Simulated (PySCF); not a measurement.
AsAsAsSb tetrahedron, SbAs3.
Bonds: As1–As2, As1–As3, As1–Sb4, As2–As3, As2–Sb4, As3–Sb4.

Theory: TDDFT wB97X-D/def2-SVPD, vertical, gas phase, core orbitals frozen in the response, def2 core potentials past Kr in PySCF. Geometry: PBE0-D3(BJ)/def2-SVP; no solvent, vibrations or thermal averaging. Spin–orbit coupling is left out.

```json
{"state": "S1", "λ (nm)": "317.9", "E (eV)": "3.90", "f": "0.0000", "|μ| (D)": "0.01", "symmetry": "–", "main configurations (H = HOMO, L = LUMO)": "H→L/L+1 (52%), H-1→L/L+1 (45%)"}
{"state": "S2", "λ (nm)": "303.7", "E (eV)": "4.08", "f": "0.0000", "|μ| (D)": "0.01", "symmetry": "–", "main configurations (H = HOMO, L = LUMO)": "H-1→L/L+1 (≥42%), H→L/L+1 (≥35%), H→L+3 (12%)"}
{"state": "S3", "λ (nm)": "303.5", "E (eV)": "4.09", "f": "0.0000", "|μ| (D)": "0.04", "symmetry": "–", "main configurations (H = HOMO, L = LUMO)": "H→L/L+1 (≥40%), H-1→L/L+1 (≥37%), H-1→L+3 (11%)"}
{"state": "S4", "λ (nm)": "276.3", "E (eV)": "4.49", "f": "0.0015", "|μ| (D)": "0.30", "symmetry": "–", "main configurations (H = HOMO, L = LUMO)": "H-1→L+3 (40%), H→L+2 (22%), H→L+5 (15%)"}
{"state": "S5", "λ (nm)": "275.7", "E (eV)": "4.50", "f": "0.0009", "|μ| (D)": "0.22", "symmetry": "–", "main configurations (H = HOMO, L = LUMO)": "H→L+3 (41%), H→L+4 (20%), H-1→L+5 (14%)"}
{"state": "S6", "λ (nm)": "271.3", "E (eV)": "4.57", "f": "0.011", "|μ| (D)": "0.81", "symmetry": "E", "main configurations (H = HOMO, L = LUMO)": "H→L+2 (67%), H-1→L+3 (26%)"}
{"state": "S7", "λ (nm)": "271.0", "E (eV)": "4.58", "f": "0.011", "|μ| (D)": "0.80", "symmetry": "E", "main configurations (H = HOMO, L = LUMO)": "H-1→L+2 (72%), H→L+3 (21%)"}
{"state": "S8", "λ (nm)": "266.4", "E (eV)": "4.65", "f": "0.060", "|μ| (D)": "1.85", "symmetry": "A1", "main configurations (H = HOMO, L = LUMO)": "H-1→L/L+1 (≥30%), H→L/L+1 (≥28%), H-3/H-2→L/L+1 (≥10%)"}
{"state": "S9", "λ (nm)": "262.0", "E (eV)": "4.73", "f": "0.0002", "|μ| (D)": "0.10", "symmetry": "–", "main configurations (H = HOMO, L = LUMO)": "H→L+4 (49%), H-1→L+5 (41%)"}
{"state": "S10", "λ (nm)": "255.6", "E (eV)": "4.85", "f": "0.0028", "|μ| (D)": "0.39", "symmetry": "A1", "main configurations (H = HOMO, L = LUMO)": "H→L+5 (43%), H-1→L+4 (37%)"}
```

Triplets (Tamm–Dancoff): T1 3.30 eV, H→L/L+1 (≥47%), H-1→L/L+1 (≥41%); T2 3.52 eV, H-1→L/L+1 (≥44%), H→L/L+1 (≥37%); T3 3.52 eV, H→L/L+1 (≥42%), H-1→L/L+1 (≥38%).

The lowest singlet comes at 318 nm (376 kJ/mol) in the ultraviolet; it is dark (f under 0.0005); its leading configuration is HOMO→LUMO/LUMO+1 (52%). The strongest level in the table is S8 at 4.65 eV (266 nm, f = 0.060). S2/S3, S4/S5 and S6/S7 lie within about 0.01 eV of each other in each set; the point group C3v has degenerate representations, and within a degenerate level the listed configurations can mix freely. Löwdin shares by element: HOMO (one of a set within 0.03 eV) arsenic 67%, antimony 33%; LUMO (one of a set within 0.03 eV) antimony 52%, arsenic 45% or more. Weighted by f, the mean energy of these states is 4.63 eV. Of the 10 states listed, 3 reach f = 0.01 and 4 stay under 0.0005. The vertical ionisation energy (ΔSCF) is 8.47 eV, 3.62 eV above S10. Symmetry labels in C3v follow from the direction of the transition dipole and are given only for states with f of 0.002 or more. Orbitals of the list HOMO-3 to LUMO+2 that lie within 0.01 eV of each other are written together with a slash and their weights summed (≥ marks a lower bound); for degenerate orbitals outside that list single weights are arbitrary. The window holds the lowest 10 singlets.

Hardware: Arm Neoverse V1, one thread, shared host with 32 logical CPUs at a one-minute load of 46. Cost: 1.9 min (with the writing of density and orbital grids), 0.71 GiB resident at most.
